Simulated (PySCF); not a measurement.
Predicted microwave data (PBE0-D3(BJ)/def2-SVP geometry optimisation, gas phase (PySCF 2.14.0)) for one isomer of C6H9Al:

* Rotational constants: A = 1900, B = 1896, C = 949.0 MHz
* Dipole components: |μa| = 0.00 D, |μb| = 0.00 D, |μc| = 0.01 D
* Inertial defect: -0.02 u·Å²
* κ: 0.99

Question: Which candidate fits, each taken in the one conformer that was computed?
A. `[CH2:1]=[CH:2][Al:3]([CH:4]=[CH2:5])[CH:6]=[CH2:7]` with C1–C2–Al3–C4 179°, C2–Al3–C4–C5 -1°, C2–Al3–C6–C7 179°
B. `[CH:1]#[C:2][C@H:3]1[CH2:4][CH2:5][CH2:6][AlH:7]1` with C2–C3–C4–C5 159°, C3–C4–C5–C6 -54°, C4–C5–C6–Al7 37°, C5–C6–Al7–C3 -13°

Answer: A. It is C=[CH][Al]([CH]=C)[CH]=C. The candidates at the same level (rigid rotor, commonest isotopes):

| SMILES | A (MHz) | B (MHz) | C (MHz) | μa (D) | μb (D) | μc (D) | Δ (u·Å²) | point group | rotor |
| --- | --- | --- | --- | --- | --- | --- | --- | --- | --- |
| C#C[C@H]1CC[CH2][AlH]1 | 4027 | 1578 | 1229 | 1.50 | 0.07 | 0.16 | -34.52 | C1 | asymmetric top |
| C=[CH][Al]([CH]=C)[CH]=C | 1900 | 1896 | 949.0 | 0.00 | 0.00 | 0.01 | -0.02 | – | – |

`C#C[C@H]1CC[CH2][AlH]1` has A 112 % too high. No structure here is proved a minimum.
